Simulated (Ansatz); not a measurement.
Cost and result for the atomization energy of CH7NSSi, SMILES `NC[SiH2]S` (11 atoms, 10 bonds).

```csv
atom,x (Å),y (Å),z (Å)
N1,0.812,1.175,1.130
C2,-0.307,0.367,0.660
Si3,0.075,-0.215,-1.086
S4,-1.396,-1.588,-1.825
H5,0.608,1.613,2.019
H6,1.642,0.610,1.256
H7,-1.201,0.995,0.596
H8,-0.575,-0.488,1.301
H9,1.426,-0.843,-1.091
H10,0.048,0.913,-2.048
H11,-1.131,-2.537,-0.912
```

Total charge 0; spin multiplicity 1. Geometry: relaxed with PBE0-D4/def2-TZVP. It is one conformer, not always the lowest. Program: Ansatz. All runs use 4 threads of an Arm Neoverse V1 on a shared host. Times are those of one run each, without the atoms' runs, and a repeat can differ threefold. Electronic energies, without spin–orbit coupling; frozen cores. CCSD(T)/CBS adds CCSD(T) − MP2 in def2-TZVPP to the MP2 limit, and its time is that of the two runs behind it. T1 = 0.010. B3LYP takes the VWN-RPA correlation (the form of Gaussian; ORCA's B3LYP/G).

CCSD(T)/CBS is a level of theory with its own doubt, some kJ/mol a heavy atom from the limit and from the frozen cores, so smaller differences don't rank the functionals.

| level | functions | wall time | atomization (kJ/mol) | difference from CCSD(T)/CBS | per bond |
| --- | --- | --- | --- | --- | --- |
| PBE-D4/def2-TZVPP (with forces) | 244 | 2.2 s | 3695.1 | 38.5 | 3.8 |
| PBE0-D4/def2-TZVPP | 244 | 2.6 s | 3646.4 | -10.2 | -1.0 |
| B3LYP-D4/def2-TZVPP (with forces) | 244 | 3.9 s | 3656.5 | -0.1 | 0.0 |
| r2SCAN-D4/def2-TZVPP (with forces) | 244 | 4.2 s | 3646.4 | -10.2 | -1.0 |
| B2PLYP/def2-TZVPP | 244 | 4.4 s | 3604.2 | -52.4 | -5.2 |
| ωB97X-V/def2-TZVPP | 244 | 7 s | 3679.0 | 22.4 | 2.2 |
| ωB97M-V/def2-TZVPP (with forces) | 244 | 10 s | 3674.1 | 17.5 | 1.7 |
| MP2/def2-QZVPP | 464 | 18 s | 3628.2 | -28.4 | -2.8 |
| CCSD(T)/def2-TZVPP | 244 | 89 s | 3548.2 | -108.4 | -10.8 |
| CCSD(T)/CBS(def2) | – | 110 s | 3656.6 | 0.0 | 0.0 |

In def2-TZVPP, CCSD(T) changes the Hartree–Fock value by +936.1 kJ/mol (the triples alone add +48.5 kJ/mol) and MP2 by +951.8 kJ/mol; breaking electron pairs costs correlation energy, which Hartree–Fock lacks. The D4 term adds +35.4 kJ/mol with B3LYP and +18.6 kJ/mol with PBE0; it sums over pairs of atoms, weighted by their polarisabilities, and B3LYP, whose exchange is more repulsive, gets the larger term. From PBE to PBE0 (25 % exact exchange), in def2-TZVPP and without D4, the atomization energy moves by −45.3 kJ/mol: exact exchange takes away binding that semilocal exchange gives to molecules.
